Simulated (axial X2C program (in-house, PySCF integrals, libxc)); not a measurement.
SbC: nuclear properties from DFT to coupled cluster

Computed with an in-house all-electron X2C program for linear molecules (integrals from PySCF): two-component X2C with atomic mean-field Coulomb and Gaunt terms, Gaussian nuclei, basis Sb dyall-acv3z, C dyall-av3z with contracted cores.

R = 1.884 Å (near the PBE0 minimum at charge 0 of the determinant lowest at the starting distance; the state shown can have its own minimum elsewhere); state Ω = 1/2 (⟨Sz⟩ = 0.49, ⟨Lz⟩ = 0.01 at PBE0).

```csv
level,Eeff magnitude (GV/cm),Ws magnitude Sb (kHz),A∥/gI Sb (MHz),qzz Sb (a.u.),A∥/gI C (MHz),μ (D)
PBE0,0.489,0.835,520,0.03,344,-2.13
HF,0.912,1.25,1070,-1.40,561,-0.98
B3LYP,0.722,1.11,244,0.35,347,-2.29
```

Eeff is the effective electric field on the electron electric dipole moment in this Ω state and Ws the scalar–pseudoscalar constant of the nucleus named (defined with the proton number Z and per Ω); A∥ (defined per Ω) follows by multiplying with gI = μI/(I μN); qzz is the electric field gradient, eQq0 = 234.96 MHz × Q/barn × qzz; μ is positive if the C end (last atom) is positive. The operators were transformed with the bare-nucleus X2C matrices; with these basis sets, hyperfine constants and field gradients can be off by tens of per cent, and where levels differ in sign neither size nor sign is settled.

Finite-field MP2, CCSD and CCSD(T), with 19 electrons correlated in 130 natural virtual spinors (MP2 remainder added):

| level | Eeff magnitude (GV/cm) | Ws magnitude Sb (kHz) | A∥/gI Sb (MHz) | qzz Sb (a.u.) | A∥/gI C (MHz) | μ (D) |
| --- | --- | --- | --- | --- | --- | --- |
| MP2 | 1.84 | 1.86 | 1080 | -0.33 | 429 | -1.93 |
| CCSD | 0.752 | 0.606 | 313 | -0.05 | 354 | -2.09 |
| CCSD(T) | 0.761 | 0.609 | 80.5 | 0.16 | 332 | -2.22 |

T1 = 0.061 (Lee–Taylor), a sign of multireference character. One unrestricted determinant, the lowest of a limited PBE0 search, is the reference; the functionals treat spin collinearly. The sign of Eeff is opposite to CCSD(T) at PBE0, HF, B3LYP. Eeff spreads by more than a factor of two over the levels. Correlation of the inner shells is missing, which matters for properties at the nucleus. Number of frozen shells: Sb 4 s, 3 p, 1 d; C 1 s.

By how much does correlation change each value, CCSD(T) against HF?

A∥/gI Sb -92 %; qzz Sb from -1.40 to 0.16, a change of sign; A∥/gI C -41 %; μ 127 %.
